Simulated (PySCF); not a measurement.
Be(H)(Me) (CH₄Be), SMILES [BeH][CH3].

Geometry optimised at PBE0-D3(BJ)/def2-TZVPD.

Level of theory: PBE0-D3(BJ)/def2-TZVPD (PySCF).

No scaling factor is applied to the harmonic values.

Modes within 1.5 cm⁻¹ of each other (mostly degenerate sets) share a row, with their intensities summed.

Computed vibrational spectrum:
| mode | ν (cm⁻¹) | IR (km/mol) | Raman (Å⁴/amu) | depolarisation | moving atoms (share of kinetic energy) |
|---|---|---|---|---|---|
| 1–2 | 428 | 80.3 | 2.5 | 0.75 | H 92 % |
| 3–4 | 726 | 352.8 | 3.9 | 0.75 | H 63 %, Be 22 %, C 15 % |
| 5 | 869 | 19.5 | 21.2 | 0.08 | Be 51 %, C 25 %, H 24 % |
| 6 | 1229 | 42.1 | 3.9 | 0.08 | H 76 %, C 24 % |
| 7–8 | 1432 | 1.1 | 1.4 | 0.75 | H 95 % |
| 9 | 2124 | 184.4 | 148.2 | 0.06 | H 87 %, Be 13 % |
| 10 | 3025 | 0.9 | 191.4 | 0.00 | H 97 % |
| 11–12 | 3100 | 19.1 | 138.1 | 0.75 | H 91 %, C 9 % |
